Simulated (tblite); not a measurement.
Compound: C3H13Ge2N.
Numbering: `[CH3:1][N:2]([CH3:3])[CH2:4][GeH2:5][GeH3:6]` (hydrogens: H7, H8, H9 on C1; H10, H11, H12 on C3; H13, H14 on C4; H15, H16 on Ge5; H17, H18, H19 on Ge6)

Computed with GFN2-xTB (tblite), gas phase: L-BFGS steps from a force-field or distance-geometry start until the largest atomic force falls under 0.01 eV/Å.

Step 69: E = -539.1872 eV
```
atom  x, y, z in Å  |  force x, y, z in eV/Å
C1     -1.2768   -0.5503    1.0895   -0.005  -0.003   0.007
N2     -0.7128    0.4371    0.1920    0.002  -0.048  -0.010
C3     -1.6492    1.5258   -0.0139    0.019  -0.019   0.022
C4     -0.3250   -0.1821   -1.0641    0.026  -0.031  -0.022
Ge5     1.3436   -1.2051   -0.7201   -0.045  -0.030  -0.021
Ge6     2.4245    0.0390    0.9826    0.034   0.013   0.033
H7     -1.5182   -0.0814    2.0429    0.001   0.025  -0.010
H8     -2.1905   -1.0122    0.6822    0.015   0.014  -0.003
H9     -0.5435   -1.3388    1.2712   -0.012   0.013  -0.016
H10    -2.6023    1.1814   -0.4443   -0.001   0.014  -0.005
H11    -1.2095    2.2636   -0.6834    0.014  -0.006   0.002
H12    -1.8478    2.0043    0.9436   -0.035   0.020   0.021
H13    -0.0744    0.6133   -1.7704   -0.002  -0.007  -0.011
H14    -1.1416   -0.7681   -1.5143    0.009  -0.005   0.022
H15     2.1401   -1.3527   -1.9976   -0.003   0.001   0.006
H16     1.0656   -2.6472   -0.3402    0.004   0.028  -0.025
H17     3.7137   -0.5551    1.4807   -0.006   0.010  -0.029
H18     2.7943    1.4160    0.5262   -0.001   0.003   0.008
H19     1.5998    0.2218    2.2127   -0.013   0.008   0.029
```

Step 70: E = -539.1879 eV
```
atom  x, y, z in Å  |  force x, y, z in eV/Å
C1     -1.2729   -0.5470    1.0921   -0.007  -0.011   0.010
N2     -0.7108    0.4376    0.1907    0.011  -0.059  -0.011
C3     -1.6458    1.5267   -0.0154    0.012  -0.005   0.024
C4     -0.3278   -0.1858   -1.0651    0.029  -0.045  -0.029
Ge5     1.3439   -1.2057   -0.7217   -0.063  -0.023  -0.020
Ge6     2.4178    0.0391    0.9846    0.050   0.010   0.020
H7     -1.5139   -0.0764    2.0451    0.007   0.023  -0.020
H8     -2.1862   -1.0109    0.6868    0.006   0.012  -0.002
H9     -0.5390   -1.3352    1.2743   -0.012   0.015  -0.013
H10    -2.5984    1.1845   -0.4482    0.005   0.015  -0.012
H11    -1.2019    2.2655   -0.6807    0.006  -0.004  -0.013
H12    -1.8471    2.0047    0.9416   -0.032   0.018   0.034
H13    -0.0827    0.6065   -1.7769   -0.003  -0.009  -0.002
H14    -1.1447   -0.7771   -1.5093    0.017   0.010   0.033
H15     2.1459   -1.3441   -1.9958    0.000  -0.001  -0.007
H16     1.0669   -2.6509   -0.3522    0.008   0.033  -0.020
H17     3.7085   -0.5569    1.4783   -0.009   0.022  -0.029
H18     2.7830    1.4190    0.5313   -0.001  -0.011   0.012
H19     1.5952    0.2157    2.2156   -0.023   0.010   0.045
```

Step 71: E = -539.1887 eV
```
atom  x, y, z in Å  |  force x, y, z in eV/Å
C1     -1.2697   -0.5435    1.0955   -0.007  -0.017   0.008
N2     -0.7092    0.4369    0.1894    0.019  -0.049  -0.008
C3     -1.6411    1.5281   -0.0171    0.003   0.012   0.020
C4     -0.3315   -0.1916   -1.0660    0.020  -0.044  -0.026
Ge5     1.3434   -1.2066   -0.7240   -0.055  -0.005  -0.009
Ge6     2.4114    0.0391    0.9870    0.045   0.005   0.003
H7     -1.5110   -0.0698    2.0471    0.014   0.020  -0.028
H8     -2.1819   -1.0097    0.6920   -0.011   0.005  -0.002
H9     -0.5347   -1.3302    1.2787   -0.010   0.007  -0.004
H10    -2.5928    1.1904   -0.4560    0.014   0.013  -0.018
H11    -1.1899    2.2683   -0.6757   -0.005  -0.002  -0.027
H12    -1.8486    2.0050    0.9394   -0.019   0.006   0.040
H13    -0.0932    0.5972   -1.7841   -0.003  -0.012   0.006
H14    -1.1491   -0.7887   -1.5017    0.019   0.020   0.035
H15     2.1513   -1.3332   -1.9945    0.003  -0.003  -0.021
H16     1.0715   -2.6554   -0.3673    0.006   0.028  -0.010
H17     3.7040   -0.5575    1.4750   -0.006   0.030  -0.027
H18     2.7700    1.4228    0.5377    0.001  -0.024   0.015
H19     1.5912    0.2078    2.2199   -0.028   0.011   0.053
```

Step 72: E = -539.1893 eV
```
atom  x, y, z in Å  |  force x, y, z in eV/Å
C1     -1.2690   -0.5414    1.0982   -0.005  -0.016   0.002
N2     -0.7088    0.4353    0.1886    0.019  -0.020  -0.002
C3     -1.6372    1.5295   -0.0181   -0.001   0.022   0.011
C4     -0.3347   -0.1973   -1.0662    0.004  -0.025  -0.011
Ge5     1.3421   -1.2075   -0.7261   -0.021   0.013   0.003
Ge6     2.4085    0.0388    0.9882    0.017  -0.001  -0.005
H7     -1.5110   -0.0641    2.0477    0.017   0.015  -0.027
H8     -2.1801   -1.0093    0.6953   -0.025  -0.004   0.000
H9     -0.5327   -1.3261    1.2827   -0.007  -0.007   0.007
H10    -2.5873    1.1972   -0.4652    0.021   0.008  -0.019
H11    -1.1782    2.2709   -0.6701   -0.013   0.000  -0.031
H12    -1.8524    2.0046    0.9380    0.000  -0.011   0.034
H13    -0.1016    0.5888   -1.7887   -0.003  -0.012   0.006
H14    -1.1531   -0.7978   -1.4942    0.011   0.014   0.023
H15     2.1540   -1.3245   -1.9946    0.002  -0.002  -0.028
H16     1.0781   -2.6586   -0.3789   -0.001   0.015   0.001
H17     3.7027   -0.5562    1.4716    0.004   0.029  -0.023
H18     2.7608    1.4255    0.5429    0.003  -0.028   0.014
H19     1.5900    0.2015    2.2241   -0.022   0.009   0.046
```

**Question.** Estimate the geometry and energy of step 73. (The exact step hangs on the optimiser's Hessian estimate; all steps are aligned on step 72, rigid shifts and turns removed.)

**Answer.** E = -539.1897 eV, largest force 0.034 eV/Å
```
atom  x, y, z in Å  |  force x, y, z in eV/Å
C1     -1.2698   -0.5408    1.0994   -0.003  -0.010  -0.006
N2     -0.7088    0.4339    0.1886    0.012   0.006   0.003
C3     -1.6352    1.5305   -0.0184    0.002   0.017   0.003
C4     -0.3363   -0.2008   -1.0659   -0.005  -0.002   0.004
Ge5     1.3411   -1.2077   -0.7274    0.012   0.018   0.007
Ge6     2.4082    0.0384    0.9884   -0.013  -0.004   0.003
H7     -1.5123   -0.0610    2.0473    0.016   0.011  -0.019
H8     -2.1804   -1.0094    0.6965   -0.028  -0.007   0.002
H9     -0.5328   -1.3242    1.2853   -0.007  -0.017   0.012
H10    -2.5836    1.2015   -0.4715    0.022   0.003  -0.015
H11    -1.1717    2.2723   -0.6668   -0.015   0.003  -0.026
H12    -1.8556    2.0041    0.9377    0.014  -0.022   0.022
H13    -0.1055    0.5842   -1.7900   -0.003  -0.008   0.001
H14    -1.1554   -0.8020   -1.4897    0.000   0.002   0.008
H15     2.1539   -1.3205   -1.9962   -0.001   0.001  -0.025
H16     1.0834   -2.6600   -0.3842   -0.008   0.004   0.007
H17     3.7036   -0.5540    1.4698    0.013   0.022  -0.020
H18     2.7573    1.4264    0.5457    0.004  -0.022   0.010
H19     1.5902    0.1983    2.2266   -0.011   0.005   0.029
```

The energy changes by -0.0003 eV. The first-order estimate −F·Δx gives -0.0005 eV and the mean of the old and new forces, exact on a quadratic surface, -0.0003 eV. The step makes an angle of 78° with the force vector and moves no atom by more than 0.008 Å.

The cost below is that of the whole relaxation. On one thread, Arm Neoverse N1 (aarch64) (shared host), this took 1.7 s of wall time.
